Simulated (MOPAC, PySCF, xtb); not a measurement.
Noncovalent pair: SiH4 (SMILES [SiH4]) (first 5 atoms) with CH6Si (SMILES C[SiH3]); geometry from B3LYP-D3(BJ)/def2-TZVP.
(charge 0, multiplicity 1):
```xyz
13

Si     0.0159    -0.3016     0.1916
H     -1.1782    -0.1975     1.0594
H     -0.3660    -0.0324    -1.2129
H      0.5767    -1.6682     0.2968
H      1.0314     0.6802     0.6308
C      0.8306    -0.7578     4.0304
Si    -0.3862     0.6489     4.2790
H      0.6484    -1.2809     3.0905
H      0.7450    -1.4867     4.8385
H      1.8570    -0.3870     4.0174
H     -0.2172     1.6848     3.2325
H     -0.1710     1.2853     5.6018
H     -1.7813     0.1495     4.2222
```

Monomers are frozen at their geometry in the pair; levels with a basis set take the counterpoise correction. Rows marked so take none.

Rows in 6-31G*, STO-3G carry no dispersion term and start afresh at each structure (6-31G* with six Cartesian d functions). MP2/6-31G* freezes PySCF's default core. The state reached by PM3 isn't checked.

The values were computed with MOPAC for PM3 (differences of heats of formation); PySCF for 6-31G* rows, STO-3G rows; xtb for the GFN methods. 

### Question
One of these levels gives -0.33 kcal/mol for the interaction energy. Which?
A. PM3
B. MP2/6-31G*
C. HF/STO-3G (no counterpoise)
D. GFN-FF

### Answer
A, PM3. The others give -1.12 (GFN-FF), 0.86 (HF/STO-3G (no counterpoise)), 0.52 (MP2/6-31G*)
